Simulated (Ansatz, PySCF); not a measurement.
Dissociation curve of BrF, singlet.

Computed with: RKS-PBE = restricted PBE/def2-TZVP (Ansatz, a first-principles code); UKS-PBE = unrestricted PBE/def2-TZVP (Ansatz); RKS-BLYP = restricted BLYP/def2-TZVP run with PySCF; UKS-wB97X-V = PySCF with unrestricted wB97X-V/def2-TZVP.

Energies are in kcal/mol, each relative to the lowest point of its own curve near equilibrium.

```tsv
R / Å	RKS-PBE	UKS-PBE	RKS-BLYP	UKS-wB97X-V
1.32	154.5	154.5	160.6	147.1
1.40	88.1	88.1	93.0	81.7
1.47	50.7	50.7	54.7	45.2
1.58	17.2	17.2	19.7	[?]
1.64	7.7	7.7	[?]	[?]
1.68	3.8	3.8	5.1	2.0
1.75	0.4	0.4	[?]	0.0
1.79	0.0	0.0	0.0	0.4
1.88	2.0	2.0	1.1	4.3
1.92	3.9	3.9	2.5	7.0
2.02	10.1	10.1	7.8	15.3
2.19	23.2	23.2	19.8	32.1
2.35	36.0	34.6	31.6	44.3
2.61	54.3	48.7	49.0	54.4
2.88	68.8	58.6	—	58.8
3.14	78.8	63.4	—	60.4
3.50	[?]	66.6	—	61.3
3.88	93.2	68.4	—	61.7
4.25	[?]	69.4	—	61.9
4.74	98.3	70.1	—	62.0
5.28	99.4	70.4	—	62.1
6.10	100.1	70.6	—	62.1
7.03	100.4	70.7	—	62.1
```

Question: Fill in the missing entries.

Answer: 
- 1.58, UKS-wB97X-V: 13.6
- 1.64, RKS-BLYP: 9.5
- 1.64, UKS-wB97X-V: 5.2
- 1.75, RKS-BLYP: 0.8
- 3.50, RKS-PBE: 87.7
- 4.25, RKS-PBE: 96.2

A dash means that the run gave no value there, or that the column was ended at a point which the program doubted or which failed a test of continuity chosen for this set; such a test can also cut sound points.

The restricted form behind RKS-PBE, RKS-BLYP keeps the bonding electrons paired and can't separate into open-shell fragments. The unrestricted determinant behind UKS-PBE, UKS-wB97X-V is spin-contaminated at 2.19 to 7.03 Å (<S²> up to 1.0, against 0.00 for a pure singlet).
